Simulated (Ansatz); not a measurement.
# The HOMO–LUMO gap down a group: O to Se

One atom is swapped for its congeners: BH2(OH); BH2(SH); BH2(SeH). All are singlets with charge 0.

Shapes, held fixed at every level: PBE0-D4/def2-TZVP. Programs: Ansatz 0.2.0. Values in eV.

(1) How should the HOMO–LUMO gap change along the series?

## Answers

(1) At wB97X-V/def2-TZVPP the HOMO–LUMO gap falls at every step, from 13.15 to 10.84 eV. Every level shows the same order. Relativity is left out for Se unless named. Orbital gaps aren't excitation energies, and the LUMO depends on the basis.

```json
{"level": "SPW92/def2-TZVPP", "BH2(OH)": "5.67", "BH2(SH)": "4.98", "BH2(SeH)": "4.42"}
{"level": "PBE-D4/def2-TZVPP", "BH2(OH)": "5.92", "BH2(SH)": "5.07", "BH2(SeH)": "4.49"}
{"level": "BHLYP-D4/def2-TZVPP", "BH2(OH)": "10.88", "BH2(SH)": "9.17", "BH2(SeH)": "8.35"}
{"level": "r2SCAN0-D4/def2-TZVPP", "BH2(OH)": "8.93", "BH2(SH)": "7.53", "BH2(SeH)": "6.81"}
{"level": "wB97M-V/def2-TZVPP", "BH2(OH)": "12.69", "BH2(SH)": "11.33", "BH2(SeH)": "10.53"}
{"level": "wB97X-V/def2-TZVPP", "BH2(OH)": "13.15", "BH2(SH)": "11.69", "BH2(SeH)": "10.84"}
```
